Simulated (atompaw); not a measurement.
Which change was made? (Mg, PAW (atompaw))

atompaw 4.2.0.5 input, output lines left out:

```
Mg 12
LDA-PW scalarrelativistic loggrid 1500 logderivrange -2 5 176
3 3 0 0 0 0
3 0 1.5
3 1 0.5
0 0 0
c
c
v
c
v
2
2.60 2.20 1.90 2.00
y
3.65
n
y
0.3
n
y
-0.05
n
custom polynom vanderbiltortho gaussian
3 1 ultrasoft
2.60
2.40
2.60
2.60
2.60
```

Cutoffs, loose and tight: the cutoffs (Ry, on a coarse ladder) from which the occupation-weighted sum of valence levels, in a spherical-Bessel basis at the reference potential, stays within 10 and 1 mRy of its value at 400 Ry. They see the waves, projectors and local potential, not the compensation charge or the core.

The base gives: outcome: generated; cutoff, loose: 6 Ry; cutoff, tight: 8 Ry; bound ghosts: none.

Task: After one change the result is: outcome: generated; cutoff, loose: 140 Ry; cutoff, tight: 200 Ry; bound ghosts: none. Which change was it?
A. all radii scaled by about 0.80 (s 2.08, p 2.08, d 2.08 bohr); local potential ultrasoft scheme with l = 3 at 1 Ry, radius 1.52 bohr; augmentation gaussian compensation charge, radius 1.76 bohr; PAW radius 2.08 bohr; waves and projectors: custom polynom vanderbiltortho; core correction smooth core density matched at 1.60 bohr
B. core [He], valence charge 10; reference 2s2 2p6 3s2 3p0; waves now 2s (bound): rc 0.75 bohr; 3s (bound): rc 1.30 bohr; 2p (bound): rc 0.85 bohr; 3p (bound): rc 1.30 bohr; 3d channel at 0.3 Ry: rc 1.30 bohr; local potential ultrasoft scheme with l = 3 at 1 Ry, radius 1.10 bohr; core correction smooth core density matched at 1.15 bohr; augmentation gaussian compensation charge, radius 1.15 bohr; PAW radius 1.30 bohr; waves and projectors: custom polynom vanderbiltortho
C. augmentation gaussian compensation charge, radius 1.62 bohr; PAW radius 2.60 bohr; waves and projectors: custom polynom vanderbiltortho

Result: B. The others give: augmentation gaussian compensation charge, radius 1.62 bohr; PAW radius 2.60 bohr; waves and projectors: custom polynom vanderbiltortho → outcome: generated, no UPF (negative core plus compensation charge); cutoff, loose: 6 Ry; cutoff, tight: 8 Ry; bound ghosts: none | all radii scaled by about 0.80 (s 2.08, p 2.08, d 2.08 bohr); local potential ultrasoft scheme with l = 3 at 1 Ry, radius 1.52 bohr; augmentation gaussian compensation charge, radius 1.76 bohr; PAW radius 2.08 bohr; waves and projectors: custom polynom vanderbiltortho; core correction smooth core density matched at 1.60 bohr → outcome: generated; cutoff, loose: 8 Ry; cutoff, tight: 15 Ry; bound ghosts: p.
